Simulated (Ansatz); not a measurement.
Reaction (cleavage of the Si–B bond): `B[SiH](F)F` + `[CH3][AlH][OH]` → `[CH3][AlH][O][SiH](F)F` + BH₃

Program: Ansatz. Geometries: PBE0-D4/def2-TZVP. ΔE: electronic, gas phase. CBS: MP2 limit from def2 TZ/QZ plus the TZ coupled-cluster correction, frozen cores. This one scheme is used for every species. Functionals use def2-TZVPP. B3LYP here is the variant with VWN-RPA as its local correlation; programs differ in this. One conformer a species, not always the lowest.

`B[SiH](F)F`:

```xyz
7

B    -0.903   -0.751   -0.340
Si    0.571    0.494    0.232
F     1.829   -0.310    0.792
F     1.110    1.360   -0.992
H    -1.660   -0.446   -1.211
H    -1.084   -1.787    0.226
H     0.138    1.440    1.292
```

`[CH3][AlH][OH]`:

Cartesian coordinates in Å:
```
C 0.510 -0.501 1.046
Al -0.421 0.480 -0.345
O -0.194 -0.026 -1.953
H 1.218 0.145 1.575
H 1.067 -1.350 0.643
H -0.188 -0.878 1.801
H -1.376 1.722 -0.075
H -0.617 0.408 -2.692
```

`[CH3][AlH][O][SiH](F)F`:

Z-matrix (Å, degrees):
```
C
Al 1 1.938
H 1 1.093 2 112.1
H 1 1.093 2 111.8 3 122.1
H 1 1.096 2 110.3 3 -119.3
O 2 1.701 1 117.9 3 26.1
H 2 1.579 1 125.5 3 -154.9
Si 6 1.591 2 166.4 1 -176.6
F 8 1.585 6 110.1 2 69.4
F 8 1.585 6 110.5 2 -48.0
H 8 1.467 6 112.6 2 -169.4
```

BH₃:

```xyz
4

B     0.000    0.000    0.000
H     0.835    0.851    0.063
H    -0.674   -0.247    0.954
H    -0.161   -0.604   -1.017
```

```
             level  ΔE (kcal/mol)  difference from CCSD(T)/CBS
            PBE-D4          -37.0                          6.1
         r2SCAN-D4          -42.3                          0.8
           PBE0-D4          -39.8                          3.3
          B3LYP-D4          -42.7                          0.4
           ωB97X-V          -41.8                          1.3
           ωB97M-V          -43.1                          0.0
            B2PLYP          -43.4                         -0.3
               PBE          -36.4                          6.7
            r2SCAN          -42.1                          1.0
              PBE0          -39.3                          3.8
             B3LYP          -41.8                          1.3
     HF/def2-TZVPP          -48.5                         -5.4
    MP2/def2-TZVPP          -44.9                         -1.8
SCS-MP2/def2-TZVPP          -45.1                         -2.0
   CCSD/def2-TZVPP          -43.8                         -0.7
CCSD(T)/def2-TZVPP          -43.3                         -0.2
     HF/def2-QZVPP          -49.2                         -6.1
    MP2/def2-QZVPP          -45.0                         -1.9
SCS-MP2/def2-QZVPP          -45.2                         -2.1
      HF/CBS(def2)          -49.2                         -6.1
     MP2/CBS(def2)          -44.7                         -1.6
    CCSD/CBS(def2)          -43.7                         -0.6
       CCSD(T)/CBS          -43.1                            0
```

Largest T1 diagnostic among the species: 0.012.

From PBE to PBE0 (25 % exact exchange), in def2-TZVPP and without D4, ΔE moves by −2.8 kcal/mol. In def2-TZVPP, CCSD(T) changes the Hartree–Fock value by +5.3 kcal/mol (the triples alone add +0.6 kcal/mol) and MP2 by +3.6 kcal/mol.
